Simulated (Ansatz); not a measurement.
C3H6O2Si (`[SiH3]C1OC=CO1`). Total charge 0; spin multiplicity 1.

```xyz
12

Si    0.2630    0.2908    1.9694
C    -0.2079    0.4695    0.1325
O    -1.0528   -0.6014   -0.2823
C    -0.6704   -0.8219   -1.5872
C     0.4934   -0.2384   -1.8286
O     0.9490    0.4031   -0.6979
H     0.9565   -1.0044    2.1640
H     1.1510    1.4213    2.3400
H    -0.9790    0.3466    2.7805
H    -0.7314    1.4177   -0.0975
H    -1.2991   -1.4499   -2.1947
H     1.1276   -0.2330   -2.6983
```

What are the harmonic wavenumbers in cm⁻¹ at PBE0-D4/def2-TZVP (Ansatz, finite differences of forces, unscaled)? (Best estimate.)

Ansatz gave: 119, 122, 185, 321, 518, 522, 615, 709, 729, 793, 824, 893, 905, 934, 939, 977, 1021, 1064, 1121, 1198, 1310, 1335, 1366, 1696, 2238, 2247, 2259, 2910, 3291, 3317.

Is this a minimum?

Yes, all 30 modes are real.

Give the ideal-gas thermochemistry at 298.15 K and 1 bar (rigid rotor, harmonic oscillator; point group Cs, symmetry number 1).

Zero-point energy 218.2 kJ/mol; H(298) − E = 237.8 kJ/mol; entropy 334.8 J/(mol·K), of which translation 166.6, rotation 112.4, vibration 55.8; G(298) − E = 138.0 kJ/mol.
